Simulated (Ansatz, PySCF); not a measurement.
The pair A = CH5N (SMILES CN) (first 7 atoms), B = CH4S (SMILES CS); geometry from B3LYP-D3(BJ)/def2-TZVP.
(charge 0, multiplicity 1):
```xyz
13

C      0.41790     0.39043     0.46302
N     -0.36245    -0.81726     0.73830
H      1.42491     0.26215     0.86161
H     -0.03482     1.23312     0.98713
H      0.50299     0.64915    -0.59934
H      0.06953    -1.63557     0.32694
H     -1.29530    -0.74311     0.35045
C      1.16878     0.09359     4.28288
S     -0.63865    -0.08871     4.12906
H      1.55686     0.81177     3.56263
H      1.36575     0.46476     5.28718
H      1.67155    -0.86390     4.15979
H     -0.63210    -0.58340     2.86781
```

Cores are frozen in the correlated methods.

The values were computed with Ansatz (Gaussian orbitals); PySCF for the dispersion terms. 

The monomers are drawn apart, rigid, along the line of their centres of mass. Counterpoise-corrected interaction energies (kcal/mol):

| level | R = 4.449 Å | R = 5.312 Å |
|---|---|---|
| PBE/def2-TZVPPD | -1.7904 | -0.7238 |
| PBE-D3(BJ)/def2-TZVPPD | -2.4722 | -0.9867 |
| wB97M-V/def2-TZVPPD | -2.0852 | -0.8730 |
| CCSD(T)/aug-cc-pV(D+d)Z | -2.0670 | -0.8755 |

Task: R is the distance of the centres of mass. Find the local exponent m of E ∝ R⁻ᵐ between the two points.

Result: 
m = ln(E₁/E₂)/ln(R₂/R₁): PBE/def2-TZVPPD 5.1; PBE-D3(BJ)/def2-TZVPPD 5.2; wB97M-V/def2-TZVPPD 4.9; CCSD(T)/aug-cc-pV(D+d)Z 4.8. For scale, two fixed dipoles give m = 3, dipole and quadrupole 4, quadrupoles 5, and dispersion or dipole-induced dipole 6 at long range; at these distances several terms mix, and what is left of overlap and damping shifts m, so it need not match one of them.

Ansatz is a program for electronic structure.
